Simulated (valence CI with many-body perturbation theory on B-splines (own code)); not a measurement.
The numbers below are computed, except where a source is named.
# Sn¹¹⁺: what the settings do

Method: relativistic CI+MBPT: three valence electrons over a frozen Dirac-Fock core [Kr], radial functions for each j: 6 s, 6 p, 5 d, 5 f, 1 g, with the one-electron correlation potential Σ1 (screened to all orders), the two-electron term Σ2, the three-electron term Σ3, Breit, model QED; selected single and double excitations, second order for the rest, scaled by the run's own slope (own B-spline code, finite nucleus).

No measured levels were compared; by estimate terms of the open shell hold to 2 to 4 % of their energy, and close levels can change places. The list stops below the first excitations out of the core. Only levels of the ground parity were solved; by the run's estimate the other parity begins above the list, which can be wrong where configurations are misplaced.

The reference run has the lowest level 4d3 4F_3/2 and an ionisation energy of 233.131 eV. Its largest variational space holds 3459 state functions.

Names give the largest LS component (configuration and term), which can be under half, so a name can repeat, a term be missing and a line seem to break the LS rules; names also repeat where a configuration has a term twice. Letters in brackets count levels of one name in rising energy.

Changed runs:
A. Breit term on → off; QED terms on → off; three-electron term on → off
B. scale of Σ1 1 → 0; scale of Σ2 1 → 0; three-electron term on → off
C. factor on the speed of light 1 → 10; QED terms on → off
D. box radius (bohr) 12.138 → 2.05 (bad on purpose)

Excitation energies of the reference run in cm⁻¹, and shifts in cm⁻¹:

| Level | Reference | A | B | C | D |
| --- | --- | --- | --- | --- | --- |
| 4d3 4F_5/2 | 5704 | +191 | -292 | -5663 | +177 |
| 4d3 4F_7/2 | 11365 | +393 | -425 | -11269 | +347 |
| 4d3 4F_9/2 | 16285 | +577 | -305 | -16117 | +494 |
| 4d3 4P_3/2 | 22291 | +204 | +360 | -3818 |  |
| 4d3 4P_1/2 | 24162 | +316 | +454 | -5712 |  |
| 4d3 2G_7/2 | 30022 | +876 | +1440 | -9079 |  |
| 4d3 2H_9/2 | 30972 | +718 | +2015 |  |  |
| 4d3 4P_5/2 | 32054 | +684 | +210 | -13540 |  |
| 4d3 2D_3/2 [a] | 37294 | +858 | -238 |  |  |
| 4d3 2P_1/2 | 39783 | +324 | -712 | -12002 |  |
| 4d3 2H_11/2 | 42100 | +901 | +2724 | -14680 |  |
| 4d3 2G_9/2 | 45498 | +1180 | +1563 |  |  |
| Ionisation energy (eV) | 233.131 | +0.019 | -3.212 | +1.430 | -1.747 |

A blank means that the level has no clear partner in that run.
